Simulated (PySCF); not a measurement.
Si(Me)(OEt)2(H), C₅H₁₄O₂Si, SMILES CCO[SiH](OCC)C (GFN2-xTB optimised geometry):

```
22

Si    -1.436    -1.995     0.000
C     -2.240    -2.776     1.524
O      0.193    -1.995     0.000
C      1.098    -1.485     0.945
C      2.511    -1.564     0.386
O     -2.090    -0.505     0.000
C     -1.778     0.575    -0.841
C     -2.161     1.880    -0.160
H     -1.608    -2.720    -1.253
H     -2.121    -2.161     2.412
H     -1.792    -3.744     1.726
H     -3.303    -2.930     1.376
H      0.843    -0.445     1.184
H      1.025    -2.073     1.869
H      2.758    -2.596     0.152
H      3.222    -1.182     1.114
H      2.585    -0.977    -0.526
H     -0.708     0.568    -1.079
H     -2.333     0.460    -1.780
H     -1.603     1.996     0.766
H     -1.944     2.720    -0.814
H     -3.222     1.875     0.076
```

Calculation: CAM-B3LYP/def2-SVP (PySCF).

Problem. What are the frontier orbital energies and the dipole moment?

Solution. HOMO-2 -9.52 eV, HOMO-1 -9.45 eV, HOMO -9.20 eV, LUMO 2.34 eV, LUMO+1 2.95 eV; dipole moment 1.31 D.

Meta-Löwdin charges at CAM-B3LYP/def2-SVP: Si1 1.16, C2 -0.56, O3 -0.62, C4 0.06, C5 -0.29, O6 -0.62, C7 0.06, C8 -0.29, H9 -0.16, H10 0.11, H11 0.11, H12 0.12, H13 0.08, H14 0.08, H15 0.10, H16 0.10, H17 0.10, H18 0.08, H19 0.08, H20 0.10, H21 0.10, H22 0.10.
